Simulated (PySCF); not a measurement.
PySCF input file for methylammonium (CH₆N), SMILES C[NH3+], charge +1, TDDFT-CAM-B3LYP/def2-TZVPD. Geometry optimised at ωB97X-D3(BJ)/def2-TZVP.

```python
import numpy as np
from pyscf import gto, scf, dft, tdscf

mol = gto.M(
    atom='''
    C     0.00000000    0.00000000   -0.79840943
    N    -0.00000000    0.00000000    0.70929492
    H    -0.00000001   -1.03311212   -1.13945382
    H     0.89470134    0.51655605   -1.13945382
    H    -0.89470133    0.51655606   -1.13945382
    H    -0.82543274   -0.47656381    1.08125121
    H     0.00000001    0.95312762    1.08125122
    H     0.82543273   -0.47656382    1.08125122
    ''',
    basis='def2-TZVPD',
    charge=1,
    spin=0,
    symmetry=True,
    max_memory=1600,
    verbose=4,
)
mf = dft.RKS(mol, xc='cam-b3lyp').density_fit(auxbasis='def2-universal-jkfit')
mf.grids.level = 3
mf.conv_tol = 1e-9
mf.max_cycle = 100
mf.kernel()
mf.grids = dft.Grids(mol).set(level=1).build(with_non0tab=True)  # coarser grid for the response kernel
td = tdscf.TDDFT(mf)
td.singlet = True
td.nstates = 10
td.conv_tol = 1e-4
td.positive_eig_threshold = 1e-6
td.kernel(x0=td.get_init_guess(mf, 15))
td.analyze()
tt = tdscf.TDA(mf)
tt.singlet = False
tt.nstates = 4
tt.conv_tol = 1e-4
tt.positive_eig_threshold = 1e-6
tt.kernel(x0=tt.get_init_guess(mf, 9))
tt.analyze(verbose=3)
```

It prints:

```
PySCF version 2.14.0

[INPUT] verbose = 4
[INPUT] num. atoms = 8
[INPUT] num. electrons = 18
[INPUT] charge = 1
[INPUT] spin (= nelec alpha-beta = 2S) = 0
[INPUT] symmetry True subgroup None
[INPUT] Mole.unit = angstrom
[INPUT] Symbol           X                Y                Z      unit          X                Y                Z       unit  Magmom
[INPUT]  1 C      0.000000000000   0.000000000000  -0.798409430000 AA    0.000000000000   0.000000000000  -1.508775157970 Bohr   0.0
[INPUT]  2 N      0.000000000000   0.000000000000   0.709294920000 AA    0.000000000000   0.000000000000   1.340373140345 Bohr   0.0
[INPUT]  3 H     -0.000000010000  -1.033112120000  -1.139453820000 AA   -0.000000018897  -1.952298962769  -2.153255651389 Bohr   0.0
[INPUT]  4 H      0.894701340000   0.516556050000  -1.139453820000 AA    1.690740495881   0.976149462487  -2.153255651389 Bohr   0.0
[INPUT]  5 H     -0.894701330000   0.516556060000  -1.139453820000 AA   -1.690740476984   0.976149481384  -2.153255651389 Bohr   0.0
[INPUT]  6 H     -0.825432740000  -0.476563810000   1.081251210000 AA   -1.559841812849  -0.900575081779   2.043268658755 Bohr   0.0
[INPUT]  7 H      0.000000010000   0.953127620000   1.081251220000 AA    0.000000018897   1.801150163559   2.043268677652 Bohr   0.0
[INPUT]  8 H      0.825432730000  -0.476563820000   1.081251220000 AA    1.559841793952  -0.900575100677   2.043268677652 Bohr   0.0

nuclear repulsion = 47.8110780010986
point group symmetry = C3v, use subgroup Cs
symmetry origin: [ 0.0000000e+00 -1.9891854e-09  4.9729637e-09]
symmetry axis x: [ 5.12109855e-09  1.00000000e+00 -4.53762465e-10]
symmetry axis y: [7.00400166e-10 4.53762461e-10 1.00000000e+00]
symmetry axis z: [ 1.00000000e+00 -5.12109855e-09 -7.00400163e-10]
num. orbitals of irrep A' = 82
num. orbitals of irrep A" = 46
number of shells = 56
number of NR pGTOs = 170
number of NR cGTOs = 128
basis = def2-TZVPD
ecp = {}


[settings echo left out]
init E= -96.5047839757035
HOMO (A') = -0.426891824065933  LUMO (A') = -0.00555548200344447  gap/eV = 11.46515
cycle= 1 E= -96.1797641091492  delta_E= 0.325  |g|= 0.239  |ddm|= 1.69
HOMO (A') = -0.699247893778526  LUMO (A') = -0.197253048712675  gap/eV = 13.65998
cycle= 2 E= -96.1913141206155  delta_E= -0.0116  |g|= 0.196  |ddm|= 0.407
HOMO (A') = -0.695898287891023  LUMO (A') = -0.180246019758659  gap/eV = 14.03161
cycle= 3 E= -96.1984494272138  delta_E= -0.00714  |g|= 0.0385  |ddm|= 0.14
HOMO (A') = -0.694632351520713  LUMO (A') = -0.176551873241866  gap/eV = 14.09769
cycle= 4 E= -96.1987087732768  delta_E= -0.000259  |g|= 0.00374  |ddm|= 0.0386
HOMO (A') = -0.694467994474532  LUMO (A') = -0.176634426258953  gap/eV = 14.09097
cycle= 5 E= -96.1987120306242  delta_E= -3.26e-06  |g|= 0.00138  |ddm|= 0.0111
HOMO (A') = -0.6941089050468  LUMO (A') = -0.176612805279202  gap/eV = 14.08179
cycle= 6 E= -96.1987124324306  delta_E= -4.02e-07  |g|= 0.000405  |ddm|= 0.00155
HOMO (A') = -0.69421033748468  LUMO (A') = -0.176620870506884  gap/eV = 14.08433
cycle= 7 E= -96.1987124725494  delta_E= -4.01e-08  |g|= 2.95e-05  |ddm|= 0.000378
HOMO (A') = -0.694208374480194  LUMO (A') = -0.176618118127248  gap/eV = 14.08435
cycle= 8 E= -96.1987124728227  delta_E= -2.73e-10  |g|= 5.69e-06  |ddm|= 5.83e-05
HOMO (A') = -0.694208871259175  LUMO (A') = -0.176618387608482  gap/eV = 14.08435
Extra cycle  E= -96.1987124728329  delta_E= -1.02e-11  |g|= 1.78e-06  |ddm|= 1.9e-05
converged SCF energy = -96.1987124728329
tot grids = 25136
Overwritten attributes  positive_eig_threshold  of <class 'pyscf.tdscf.rks.TDDFT'>


******** <class 'pyscf.tdscf.rks.TDDFT'> for <class 'pyscf.df.df_jk.DFSymAdaptedRKS'> ********
nstates = 10 singlet
deg_eia_thresh = 1.000e-03
wfnsym = None
conv_tol = 0.0001
eigh lindep = 1e-12
eigh level_shift = 0
eigh max_cycle = 100


Excitation energies (eV)
[10.56666154 10.56666942 12.20398616 12.2040374  12.54600456 12.62325268
 12.6232919  12.63259393 12.85927656 13.32051024]

** Singlet excitation energies and oscillator strengths **
Excited State   1:   A"     10.56666 eV    117.34 nm  f=0.0057
       8 -> 10        0.69283
       8 -> 16       -0.10241
Excited State   2:   A'     10.56667 eV    117.34 nm  f=0.0057
       9 -> 10        0.69283
       9 -> 16       -0.10241
Excited State   3:   A"     12.20399 eV    101.59 nm  f=0.0790
       8 -> 11       -0.67318
       8 -> 16        0.13047
       8 -> 17       -0.12912
Excited State   4:   A'     12.20404 eV    101.59 nm  f=0.0790
       9 -> 11       -0.67318
       9 -> 16        0.13046
       9 -> 17       -0.12912
Excited State   5:   A"     12.54600 eV     98.82 nm  f=0.0000
       8 -> 13       -0.48520
       9 -> 12       -0.48576
Excited State   6:   A'     12.62325 eV     98.22 nm  f=0.0113
       8 -> 12        0.49192
       9 -> 13        0.49148
Excited State   7:   A"     12.62329 eV     98.22 nm  f=0.0113
       8 -> 13        0.49199
       9 -> 12       -0.49141
Excited State   8:  ???     12.63259 eV     98.15 nm  f=0.0113
       7 -> 10       -0.61464
       8 -> 12       -0.21945
       9 -> 13        0.22020
Excited State   9:  ???     12.85928 eV     96.42 nm  f=0.1812
       7 -> 10        0.31866
       8 -> 12       -0.43886
       9 -> 13        0.43898
Excited State  10:  ???     13.32051 eV     93.08 nm  f=0.0000
       8 -> 15        0.47738
       9 -> 14        0.47727

** Transition electric dipole moments (AU) **
state          X           Y           Z        Dip. S.      Osc.
  1         0.1483     -0.0000     -0.0000      0.0220      0.0057
  2        -0.0000      0.1483     -0.0000      0.0220      0.0057
  3         0.5140      0.0000      0.0000      0.2642      0.0790
  4         0.0000      0.5140      0.0000      0.2642      0.0790
  5        -0.0001      0.0000     -0.0000      0.0000      0.0000
  6        -0.0000      0.1909      0.0001      0.0364      0.0113
  7        -0.1909      0.0000     -0.0000      0.0364      0.0113
  8         0.0000      0.0002     -0.1912      0.0365      0.0113
  9         0.0000      0.0001      0.7585      0.5753      0.1812
 10         0.0000      0.0000     -0.0000      0.0000      0.0000

** Transition velocity dipole moments (imaginary part, AU) **
state          X           Y           Z        Dip. S.      Osc.
  1         0.0572     -0.0000      0.0000      0.0033      0.0056
  2         0.0000      0.0572     -0.0000      0.0033      0.0056
  3         0.2316      0.0000      0.0000      0.0537      0.0798
  4         0.0000      0.2316      0.0000      0.0537      0.0798
  5        -0.0000      0.0000      0.0000      0.0000      0.0000
  6        -0.0000      0.0862      0.0000      0.0074      0.0107
  7        -0.0862      0.0000      0.0000      0.0074      0.0107
  8        -0.0000      0.0001     -0.0895      0.0080      0.0115
  9        -0.0000      0.0000      0.3581      0.1283      0.1809
 10         0.0000      0.0000      0.0000      0.0000      0.0000

** Transition magnetic dipole moments (imaginary part, AU) **
state          X           Y           Z
  1         0.0000      1.0909      0.0000
  2        -1.0909     -0.0000      0.0000
  3         0.0000      0.1711      0.0000
  4        -0.1711     -0.0000      0.0000
  5         0.0000      0.0003     -0.4287
  6         0.4314      0.0000     -0.0000
  7         0.0000      0.4315      0.0001
  8         0.0003     -0.0000      0.0000
  9        -0.0001      0.0000      0.0000
 10        -0.0000      0.0001      0.9780
Overwritten attributes  positive_eig_threshold  of <class 'pyscf.tdscf.rks.TDA'>


******** <class 'pyscf.tdscf.rks.TDA'> for <class 'pyscf.df.df_jk.DFSymAdaptedRKS'> ********
nstates = 4 triplet
deg_eia_thresh = 1.000e-03
wfnsym = None
conv_tol = 0.0001
eigh lindep = 1e-12
eigh level_shift = 0
eigh max_cycle = 100


Excitation energies (eV)
[10.26434106 10.2643527  11.54608728 11.54616413]

** Triplet excitation energies and oscillator strengths **
Excited State   1:   A'     10.26434 eV    120.79 nm  f=0.0000
Excited State   2:   A"     10.26435 eV    120.79 nm  f=0.0000
Excited State   3:   A"     11.54609 eV    107.38 nm  f=0.0000
Excited State   4:   A'     11.54616 eV    107.38 nm  f=0.0000
```

The run converged.

Cost: very roughly 100 core-seconds.
